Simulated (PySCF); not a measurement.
# [CoCl4]-, quintet: molecular constants

All numbers come from UPBE0/[Co def2-TZVPD, Cl def2-TZVPD], no relativity, density fitting, PySCF.

The structure is a minimum.

Coordinates in bohr (charge -1 multiplicity 5):
```
Co    0.0000    0.0000    0.0000
Cl    3.4584   -0.0005    2.2720
Cl   -3.4584    0.0004    2.2720
Cl    0.0004    3.4584   -2.2720
Cl   -0.0004   -3.4583   -2.2721
```

- Point group: D2d
- Bond lengths: Co–Cl 2.190 Å (×4)
- Bond angles: Cl–Co–Cl 107.5° (×4), Cl–Co–Cl 113.4° (×2)
- Highest occupied level (β): -4.15 eV
- Heat capacity Cp at 298.15 K: 100.1 J/(mol K)
- Lowest empty level (β): -0.67 eV
- Dipole moment about the centre of mass: 0.00 D
- Principal polarisabilities: 114.3, 114.3, 114.9 bohr³
- Rotational symmetry number: 4
- Entropy at 298.15 K and 1 bar (electronic part: spin only): 388.2 J/(mol K)
- Zero-point energy: 11.8 kJ/mol
- Rotational constants: 0.03863, 0.03863, 0.03598 cm⁻¹
- Spin squared ⟨S²⟩: 6.013
- Principal quadrupole moments (Buckingham, traceless) about the centre of mass: -0.66, -0.66, 1.32 D Å
- Enthalpy at 298.15 K above 0 K: 23.01 kJ/mol

Harmonic modes (masses in u: Co 58.933, Cl 34.969):
| symmetry | ω (cm⁻¹) | IR (km/mol, summed over degenerate members) |
| --- | --- | --- |
| a1 | 91 | 0.0 |
| b2 | 112 | 10.0 |
| b1 | 114 | 0.0 |
| e | 126 | 3.6 |
| a1 | 321 | 0.0 |
| b2 | 336 | 127 |
| e | 374 | 203 |

In D2d the vibrations span 2a1 + 2b2 + b1 + 2e. The a1, b1 modes carry no infrared intensity, as symmetry demands.

Charges (e); Mulliken and Löwdin values are unreliable with diffuse functions:
```
     atom  Mulliken  Löwdin  polar tensor  spin (Mulliken)  Mayer order to Co1
      Co1      0.20   -0.52          1.66             2.99                   –
Cl2,3,4,5     -0.30   -0.12         -0.67             0.25                1.05
```

Mulliken populations on Co1: s 6.65, p 13.02, d 7.13, f 0.00.

Outer orbital energies (eV). α occupied: -5.07, -4.78, -4.70, -4.68, -4.68, -4.50, -4.50, -4.44; empty: 3.27, 3.75, 3.75, 3.76. β occupied: -5.67, -5.40, -5.33, -5.33, -4.36, -4.36, -4.26, -4.15; empty: -0.67, -0.45, 0.39, 0.40.

Formally Co is in oxidation state +3, d6, with 4 unpaired electrons (the high-spin count). The Mulliken spin on Co is 2.99. The polar-tensor charge on Co, 1.66, is far below the formal one.

Other isomers or separated fragments may lie lower. Other spin states or occupations of the open shell can lie lower.

The final relaxation and frequency run took roughly 40 core-minutes on a shared host.
